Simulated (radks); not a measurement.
Q: Sr0.875+, 37.125 electrons, occupied as [Kr] 5s(up 1, down 0.125) (fractional occupations, a model configuration). Calculated with a radial shooting solver on a logarithmic mesh with Libxc functionals: scalar-relativistic Kohn-Sham, PBE, spin-polarised, spherical densities, finite nucleus; Fermi nuclear charge, rms radius 4.224 fm. Some entries of the table are withheld. Estimate them.

| orbital | occ. | eigenvalue (hartree) | <r^2> (bohr^2) | <1/r> (bohr^-1) |
|---|---|---|---|---|
| 1s up | 1 | -585.8791 | 0.002067 | 38.99 |
| 1s down | 1 | -585.8787 | 0.002067 | 38.99 |
| 2s up | 1 | -79.50750 | 0.03507 | 8.703 |
| 2s down | 1 | -79.50719 | 0.03507 | 8.703 |
| 2p up | 3 | -70.66946 | 0.02766 | 8.497 |
| 2p down | 3 | -70.66915 | 0.02766 | 8.497 |
| 3s up | 1 | -12.46856 | 0.2779 | 2.917 |
| 3s down | 1 | -12.46799 | 0.2779 | 2.917 |
| 3p up | 3 | -9.61610 | 0.2901 | 2.762 |
| 3p down | 3 | -9.61549 | 0.2901 | 2.762 |
| 3d up | 5 | -4.90710 | 0.3027 | 2.507 |
| 3d down | 5 | -4.90642 | 0.3027 | 2.507 |
| 4s up | 1 | -1.70450 | 2.092 | 0.9900 |
| 4s down | 1 | -1.70156 | 2.086 | 0.9908 |
| 4p up | 3 | (1) | 2.823 | 0.8483 |
| 4p down | 3 | (2) | 2.800 | 0.8508 |
| 5s up | 1 | -0.29403 | 17.38 | 0.3237 |
| 5s down | 0.125 | -0.27174 | 17.20 | 0.3264 |

A: 
(1) 4p up eigenvalue (hartree): -1.03970
(2) 4p down eigenvalue (hartree): -1.03527
